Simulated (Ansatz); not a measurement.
Reaction (formal exchange of groups at the Se–Al bond): `N[SiH2][AlH][SeH]` + `CO[SiH2]F` → `F[SiH2]OC[SeH]` + `N[SiH2][AlH2]`

Gas-phase electronic energies from Ansatz, PBE0-D4/def2-TZVP geometries. CBS: MP2 limit from def2 TZ/QZ plus the TZ coupled-cluster correction, frozen cores. DFT in def2-TZVPP. B3LYP here is the variant with VWN-RPA as its local correlation; programs differ in this. For Se outer-core shells are correlated without core-valence functions, which leaves a few kJ/mol of doubt a bond. Scalar relativity is left out up to krypton. Each species was taken in one conformer, which may not be the lowest.

```tsv
level	ΔE (kJ/mol)	difference from CCSD(T)/CBS
PBE-D4	168.0	-5.2
B3LYP-D4	168.2	-5.0
ωB97X-V	167.1	-6.1
ωB97M-V	169.5	-3.7
HF/def2-TZVPP	180.3	7.1
CCSD/def2-TZVPP	171.2	-2.0
CCSD(T)/def2-TZVPP	170.0	-3.2
MP2/def2-QZVPP	175.0	1.8
HF/CBS(def2)	179.8	6.6
MP2/CBS(def2)	176.5	3.3
CCSD(T)/CBS	173.2	0
```

Largest T1 diagnostic among the species: 0.011.

In def2-TZVPP, CCSD(T) changes the Hartree–Fock value by −10.3 kJ/mol (the triples alone add −1.2 kJ/mol) and MP2 by −7.0 kJ/mol. From PBE to PBE0 (25 % exact exchange), in def2-TZVPP and without D4, ΔE moves by +4.3 kJ/mol. The D4 term adds −4.1 kJ/mol with B3LYP and −1.9 kJ/mol with PBE0; it sums over pairs of atoms, weighted by their polarisabilities, and B3LYP, whose exchange is more repulsive, gets the larger term.
